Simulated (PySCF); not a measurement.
Working out the excitation energy of N²⁺

N²⁺ [He] 2s2 2p1 (2P) → N²⁺ [He] 2s1 2p2 (4P). Calculation: PySCF 2.14, in x2c-QZVPPall (7s4p3d2f1g, 57 functions); the spin-free X2C one-electron Hamiltonian (Gaussian nucleus). Frozen: 1s2. Energies in hartree (1 hartree = 27.21139 eV):

```json
{"part": "UHF", "N²⁺ (lower)": "-52.850162", "N²⁺ (upper)": "-52.660341"}
{"part": "CCSD correlation", "N²⁺ (lower)": "-0.086029", "N²⁺ (upper)": "-0.016723"}
{"part": "(T)", "N²⁺ (lower)": "-0.001153", "N²⁺ (upper)": "-0.000041"}
```

Task: What does Hartree-Fock give?

Result: (-52.660341) − (-52.850162) = 0.189821 hartree = 5.165 eV.

Task: What do CCSD and CCSD(T) give?

Result: The CCSD correlation energies differ by 0.069306 hartree = 1.886 eV and the triples by 0.001112 hartree = 0.030 eV, so CCSD gives 7.051 eV and CCSD(T) 7.081 eV.
